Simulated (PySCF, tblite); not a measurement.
**silanol and 3 × hydrogen fluoride**

A gas-phase complex of silanol and 3 × hydrogen fluoride; neutral, singlet. The structure comes from a short search (6 tight-binding starts) and was relaxed by PBE0-D3(BJ)/def2-SVPD; another way of binding may lie lower. No frequency run checks that it is a minimum.

Parts: 1 = silanol (O[SiH3]), atoms 1–6; 2 = hydrogen fluoride (F), atoms 7–8; 3 = hydrogen fluoride (F), atoms 9–10; 4 = hydrogen fluoride (F), atoms 11–12.

```xyz
12

O    -1.237    0.059    0.933
Si    0.301   -0.649    0.793
H    -1.413    0.734    1.620
H     0.178   -1.589   -0.351
H     0.632   -1.367    2.054
H     1.310    0.411    0.523
F    -2.290    1.870    2.546
H    -3.161    1.814    2.160
F    -4.410    1.464    1.306
H    -4.115    0.809    0.660
F    -3.366   -0.160   -0.178
H    -2.450   -0.141    0.214
```
Atoms count from 1 in this order.

```tsv
contact	kind (by geometry)	distance (Å)	angle (°)
H12···O1	hydrogen bond	1.424	170
H10···F11	hydrogen bond	1.484	167
H8···F9	hydrogen bond	1.553	166
H3···F7	hydrogen bond	1.708	159
```

Deforming the relaxed parts to their shape here costs 5.5 kcal/mol, which the interaction energies leave out.

Interaction energies are complex less parts, with the parts frozen as they stand in it; counterpoise-corrected, in kcal/mol (PySCF).

Problem. How strongly do the parts interact, level by level?

Solution. 
| level | interaction | superposition error removed |
| --- | --- | --- |
| wB97M-D3(BJ)/def2-SVPD | -37.46 | -2.38 |
| PBE0-D3(BJ)/def2-SVPD | -40.74 | -2.60 |

Problem. What holds them together? Decompose the wB97M-D3(BJ)/def2-SVPD energy: frozen parts, their antisymmetrised product, then relaxation.

Solution. electrostatic -64.7, Pauli repulsion +82.4, orbital relaxation -54.4, dispersion correction -3.0 kcal/mol, which sum to the value before the counterpoise correction; the Pauli term holds the exchange-correlation of the frozen density too. Of the attraction, 53 % is electrostatic, 45 % is orbital relaxation, 2 % is dispersion correction.

Problem. Are the pair energies additive?

Solution. The pairs sum to -23.09 kcal/mol (1–2 -2.4, 1–3 -2.7, 1–4 -9.1, 2–3 -3.8, 2–4 -1.9, 3–4 -3.2); the rest of -14.37 is a many-body strengthening.

The parts were also relaxed and run alone, at the levels used for the complex: shieldings by PBE0/pcSseg-2; core levels by delta-SCF with SCAN, pcX-2 on the ionised atom and pcseg-1 elsewhere, spin-free X2C.

Problem. What does binding change?

Solution. 
```tsv
property	alone	in the complex	change
F11–H12 bond (Å)	0.920	0.997	+0.076
shielding of H12 (ppm)	29.19	17.55	-11.63
shielding of O1 (ppm)	323.4	304.6	-18.8
shielding of H10 (ppm)	29.19	20.30	-8.89
shielding of F11 (ppm)	410.9	355.5	-55.4
O1 1s core level (eV)	538.74	539.65	+0.91
F9 1s core level (eV)	694.12	693.43	-0.69
F11 1s core level (eV)	694.12	692.95	-1.17
```

Density functionals tend to overstate the lengthening and the red shift of so strongly bound an X–H bond.
